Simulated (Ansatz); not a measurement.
**Strength of the O–Sn bond: Sn(OH)4 → Sn(OH)3 + OH**

Gas-phase species: Sn(OH)4, singlet; Sn(OH)3, doublet; OH, doublet. The bond broken is the one whose loss leaves Sn(OH)3 `[OH][Sn]([OH])[OH]`, relaxed to its own shape; its unpaired electron may spread away from that site.

Shapes, held fixed at every level: PBE0-D4/def2-TZVP. Flexible molecules stand in one conformer, not always the lowest. Programs: Ansatz 0.2.0. The zero-point and thermal change to 298 K, harmonic and unscaled (PBE0-D4/def2-TZVP), is -11.9 kJ/mol.

| level | kind | ΔH(298 K) (kJ/mol) | less CCSD(T)/def2-TZVPP |
| --- | --- | --- | --- |
| MP2/def2-SVP | perturbation theory | +387.4 | +10.7 |
| MP2/def2-TZVPP | perturbation theory | +407.2 | +30.5 |
| HF/def2-TZVPP | Hartree–Fock | +248.6 | -128.1 |
| SPW92/def2-TZVPP | LDA | +427.3 | +50.6 |
| PBE0-D4/def2-TZVPP | global hybrid | +355.9 | -20.8 |
| CCSD/def2-TZVPP | coupled cluster or CI | +366.3 | -10.4 |
| CCSD(T)/def2-TZVPP | coupled cluster or CI | +376.7 | 0.0 |

The highest level, CCSD(T)/def2-TZVPP, gives ΔH(298 K) = +376.7 kJ/mol; the levels span +248.6 to +427.3. The column of differences is taken from that level and isn't an error. Hartree–Fock misses the correlation of the pair that is broken and comes out low. No measured value is set beside it here. Open shells run unrestricted. For atoms past krypton def2 sets carry core potentials with scalar relativity. Outer-core shells of Sn are correlated, in sets that cover them unevenly.
